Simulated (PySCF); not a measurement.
A calculated (r2SCANh, PySCF 2.14, ANO-RCC-VTZP, scalar relativity by spin-free X2C-1e) atom or ion has these occupied shells.

```csv
shell,electrons,orbital energy (eV),"rms radius, mean of both spins (bohr)"
1s β,1,-24243.8,0.0365
1s α,1,-24243.8,0.0365
2s α,1,-3597.8,0.150
2s β,1,-3597.0,0.150
2p α,3,-3228.5,0.133
2p β,3,-3227.8,0.133
3s α,1,-691.93,0.404
3s β,1,-691.67,0.404
3p α,3,-569.12,0.407
3p β,3,-568.77,0.407
3d α,5,-374.03,0.390
3d β,5,-373.32,0.390
4s α,1,-131.98,1.00
4s β,1,-128.24,1.00
4p α,3,-96.262,1.10
4p β,3,-92.276,1.10
4d α,5,-44.129,1.42
4d β,2,-41.862,1.42
```

Question: Name the element and its charge.

Answer: Pd³⁺ (palladium, charge +3), in [Kr] 4d7, high-spin 4F determinant.
